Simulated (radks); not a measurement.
B I, 5 electrons, occupied as [He] 2s2 2p(up 0.75, down 0.25) (fractional occupations, a model configuration). All-electron calculation, scalar-relativistic Kohn-Sham, SCAN, spin-polarised, spherical densities, finite nucleus; meta-GGA in the generalised Kohn-Sham scheme; Fermi nuclear charge, rms radius 2.406 fm. Program: a radial shooting solver on a logarithmic mesh with Libxc functionals.

Local quantities along the radius. ELF = 1/(1 + alpha^2) is the electron localisation function; alpha = (tau - tau_W)/tau_unif compares the Pauli kinetic energy density with that of the uniform gas (summed over spins); r v_xc is r times the local exchange-correlation potential of spin up (hartree bohr, multiplicative part alone). tau is taken from the large components.

| r (bohr) | ELF | alpha | r v_xc |
|---|---|---|---|
| 0.01912 | 1.000 | 0.0005072 | -0.1152 |
| 0.02373 | 1.000 | 0.0005412 | -0.1346 |
| 0.02945 | 1.000 | 0.0005873 | -0.1579 |
| 0.03655 | 1.000 | 0.0006512 | -0.1856 |
| 0.04501 | 1.000 | 0.0007380 | -0.2168 |
| 0.05586 | 1.000 | 0.0008693 | -0.2541 |
| 0.06932 | 1.000 | 0.001070 | -0.2966 |
| 0.08604 | 1.000 | 0.001391 | -0.3438 |
| 0.1068 | 1.000 | 0.001940 | -0.3944 |
| 0.1325 | 1.000 | 0.002947 | -0.4467 |
| 0.1645 | 1.000 | 0.004976 | -0.4976 |
| 0.2041 | 1.000 | 0.009531 | -0.5432 |
| 0.2534 | 1.000 | 0.02118 | -0.5802 |
| 0.3144 | 0.997 | 0.05586 | -0.6109 |
| 0.3902 | 0.970 | 0.1773 | -0.6855 |
| 0.4843 | 0.701 | 0.6538 | 0.7346 |
| 0.5963 | 0.135 | 2.535 | -0.2403 |
| 0.7401 | 0.035 | 5.286 | -0.4205 |
| 0.9185 | 0.106 | 2.898 | -0.4697 |
| 1.14 | 0.599 | 0.8189 | -0.6683 |
| 1.415 | 0.882 | 0.3654 | -0.7320 |
| 1.756 | 0.921 | 0.2928 | -0.7919 |
| 2.179 | 0.901 | 0.3313 | -0.8280 |
| 2.705 | 0.820 | 0.4687 | -0.8595 |
| 3.357 | 0.582 | 0.8479 | -1.241 |
| 4.166 | 0.253 | 1.719 | 0.07508 |
| 5.171 | 0.045 | 4.595 | -0.2428 |
| 6.418 | 0.006 | 12.44 | -0.1949 |
| 7.965 | 0.001 | 35.11 | -0.1169 |

On this mesh the ELF has minima near r = 0.74 bohr, which separate the shells, and maxima near 1.8 (0.92).
